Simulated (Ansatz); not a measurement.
Consider the ligand exchange at the Sn–N bond: `[SiH3][N]([SiH3])[Sn][Cl]` + HBr → `[Cl][Sn][Br]` + `[SiH3]N[SiH3]`.

Gas-phase electronic energies from Ansatz, PBE0-D4/def2-TZVP geometries. CCSD(T)/CBS adds triple-zeta CCSD(T) − MP2 to the extrapolated MP2 energy (def2 sets, frozen cores). This one scheme is used for every species. DFT in def2-TZVPP. def2 core potentials past Kr. For Br, Sn outer-core shells are correlated without core-valence functions, which leaves a few kJ/mol of doubt a bond. Scalar relativity is left out up to krypton. One conformer a species, not always the lowest.

`[SiH3][N]([SiH3])[Sn][Cl]`:

Cartesian coordinates in Å:
```
Si -0.021 1.386 -0.271
N 0.152 -0.249 0.315
Si -0.497 -1.539 -0.643
Sn 1.073 -0.770 2.072
Cl 1.613 1.470 2.682
H -0.744 1.294 -1.574
H -0.827 2.224 0.651
H 1.293 2.032 -0.511
H -1.968 -1.423 -0.824
H -0.208 -2.808 0.090
H 0.135 -1.617 -1.987
```

HBr:

```xyz
2

Br   -0.613    0.311    0.179
H     0.613   -0.311   -0.179
```

`[Cl][Sn][Br]`:

Z-matrix (Å, degrees):
```
Sn
Cl 1 2.363
Br 1 2.518 2 98.8
```

`[SiH3]N[SiH3]`:

```xyz
10

Si   -0.228    1.377    0.700
N    -0.407    0.120   -0.469
Si    0.376   -1.416   -0.540
H     0.933    1.024    1.555
H    -1.433    1.533    1.561
H     0.012    2.688    0.039
H    -1.108    0.284   -1.179
H     1.457   -1.409    0.475
H     0.952   -1.657   -1.891
H    -0.553   -2.545   -0.251
```

Question: Is it downhill or uphill in electronic energy at CCSD(T)/CBS, and by how much? (Best estimate.)

Answer: Computed: Downhill: ΔE = -76.6 kJ/mol.

Question: What do these levels give: BLYP-D4, r2SCAN-D4, r2SCANh-D4, CAM-B3LYP-D4, HF/def2-SVP, SCS-MP2/def2-QZVPP? (An estimate is asked.)

Answer: The calculation gave: BLYP-D4 -82.4, r2SCAN-D4 -87.0, r2SCANh-D4 -88.6, CAM-B3LYP-D4 -87.4, HF/def2-SVP -108.1, SCS-MP2/def2-QZVPP -76.9 kJ/mol.

Largest T1 diagnostic among the species: 0.015.

Leaving LDA and LC-ωPBE aside and taking each functional with its dispersion term where it has one, the values, not all of them listed here, spread over 11.1 kJ/mol, from r2SCAN0-D4 to revPBE-D4. LDA lies +15.9 kJ/mol from PBE without D4. From BLYP to BHLYP (50 % exact exchange), in def2-TZVPP and without D4, ΔE moves by −3.1 kJ/mol. The D4 term adds +17.5 kJ/mol with B3LYP and +9.6 kJ/mol with PBE0; it sums over pairs of atoms, weighted by their polarisabilities, and B3LYP, whose exchange is more repulsive, gets the larger term.

B3LYP here is the variant with VWN-RPA as its local correlation; programs differ in this.
